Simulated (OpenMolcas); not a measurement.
Nb3+ (d2) in a complex was computed by SS-CASPT2, IPEA 0.25 Eh, imaginary shift 0.1 Eh with the d shell active (OpenMolcas, ANO-RCC-VDZP on the metal). Its lowest spin-free states, and all those of the highest spin:

```csv
2S+1,Degeneracy,E (cm-1)
3,2,0
1,1,730
1,2,6300
3,1,7310
1,2,13480
1,1,20840
3,2,20930
1,2,25030
3,1,29450
3,1,29740
3,2,31930
1,2,34550
3,1,58850
```

**Question.** Is the site octahedral, tetrahedral or cube-like, axial, or of lower symmetry?

**Answer.** The states with 2S+1 = 3 have orbital degeneracies 2, 1, 2, 1, 1, 2, 1. There are pairs but no triples, so the site is axial: not cubic, but with a proper or improper axis of order three or more. The run had Nb3+ with 3 ligands (fluoride) in trigonal planar coordination (D3h) at 1.83 Å. Ligand basis ANO-RCC-VDZP.

Roots that are degenerate in the reference are averaged as groups; the widest CASPT2 spread within a group is 190 cm-1 (the 2-fold group of multiplicity 3 near 20900 cm-1 above the lowest state of its run). Shifts and gaps below about the spread of the groups concerned are not significant. An orbital doublet at a regular site is open to a Jahn-Teller distortion, which this geometry leaves out. The least metal-like active orbital is 72 % on the metal (Löwdin) and no ligand orbital is active, so the numbers are rough. Ligand-to-metal charge-transfer states are missing. With no ligand orbital active B as a rule stays too high, so bands that hang on it stand too high and its fall with covalency is understated. No measured value stands beside these numbers; the geometry is a model, was not optimised and need not be the one that this ion takes.
